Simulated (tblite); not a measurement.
HCl$_{4}$Si$_{2}$ (SMILES Cl[SiH][Si](Cl)(Cl)Cl), doublet, geometry from GFN2-xTB; GFN1-xTB (tblite).

The tblite input:
```
$ tblite run mol.xyz --method gfn1 --charge 0 --spin 1 --spin-polarized --json tblite.json --no-restart

# file mol.xyz
7

Cl     2.86552779    -1.06462915    -0.18976247
Si     1.59915590     0.40249411    -0.74768665
Si    -0.53809359     0.19570850     0.07252869
Cl    -0.87607452     0.06496016     2.07949960
Cl    -1.44369391    -1.43192902    -0.74301900
Cl    -1.55276129     1.84038552    -0.56400512
H      2.26416080     1.67577586    -0.45390963
```

### Question
What does tblite print? Leave out banner, timings and long lists.

### Answer

```
xTB calculator
 | screened Coulomb repulsion
 | Coulomb electrostatics
 |  * isotropic Klopman-Ohno-Mataga-Nishimoto electrostatics
 |  * onsite third-order electrostatics
 | DFT-D3(BJ) dispersion correction
 | Interactions (1)
 | [1] spin polarization

halogen bonding energy    0.0000000000000E+00 Eh
repulsion energy          7.2056705111827E-02 Eh
dispersion energy        -5.3297274225800E-03 Eh
interaction energy        0.0000000000000E+00 Eh
number of electrons       3.7000000000000E+01 e
integral cutoff           2.8146159136829E+01 bohr

------------------------------------------------------------
  cycle        total energy    energy error   density error
------------------------------------------------------------
      1     -21.46188298762  -2.1528610E+01   3.1607104E-01
      2     -21.46514792620  -3.2649386E-03   1.8970384E-01
      3     -21.46345910576   1.6888204E-03   2.4689624E-02
      4     -21.46575280023  -2.2936945E-03   9.4923506E-03
      5     -21.46598339020  -2.3058997E-04   4.7767466E-03
      6     -21.46598460269  -1.2124950E-06   1.3970733E-03
      7     -21.46597677567   7.8270194E-06   1.5169286E-03
      8     -21.46598682326  -1.0047592E-05   6.4554667E-04
      9     -21.46598877724  -1.9539734E-06   4.0134099E-05
     10     -21.46598878374  -6.5030470E-09   1.2167041E-05
------------------------------------------------------------

electronic energy        -2.1532715761429E+01 Eh
total energy             -2.1465988783740E+01 Eh

Post processing:
 | Mayer-Wiberg bond orders

[Info] JSON dump of results written to 'tblite.json'
```
